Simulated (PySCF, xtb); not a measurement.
Si(F)(Me)3 (C3H9FSi), SMILES C[Si](C)(C)F.

GFN2-xTB (xtb 6.7.1) at its own geometry gives an orbital gap of 7.00 eV and a dipole moment of 2.13 D.

Geometry optimised at B3LYP-D3(BJ)/def2-SVP.

### Question
What does PySCF with M06-2X/def2-TZVP give? (The exact figures need the calculation; the answer reports its results.)

### Answer
gap 11.28 eV (levels -9.85 and 1.43 eV), dipole 1.97 D.
